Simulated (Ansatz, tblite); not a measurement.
Forces on the cluster Ag2Se⁻ at its r2SCAN-D4/def2-TZVPD geometry. Total charge -1; doublet.

In the def2 sets Ag takes a core potential; there is no spin–orbit coupling. The xTB rows come from tblite. At r2SCAN-D4/def2-TZVPD the highest occupied level of the charge -1 doublet lies above zero (up to 0.40 eV). By energy differences its removal costs 1.53 eV (vertical, to the charge 0 singlet, at r2SCAN-D4/def2-TZVPD); a positive level beside a positive removal energy at the same level points to self-interaction error. The structure comes from a short search, and lower isomers may exist.

GFN1-xTB (tblite), largest force 0.78 eV/Å:

```xyz
3
positions Å, forces eV/Å
Ag   -1.407    0.386    0.463   -0.016    0.327   -0.278
Ag    0.812    0.710   -1.086   -0.316    0.283   -0.068
Se    0.595   -1.096    0.623    0.331   -0.610    0.346
```

GFN2-xTB (tblite), largest force 1.72 eV/Å:

```
Ag -0.045 0.722 -0.608
Ag -0.688 0.628 -0.159
Se 0.733 -1.351 0.768
```

r2SCAN-D4/def2-TZVPD (Ansatz), largest force 0.00 eV/Å:

```
Ag -0.001 0.000 0.000
Ag 0.001 0.000 0.000
Se 0.000 0.000 0.000
```
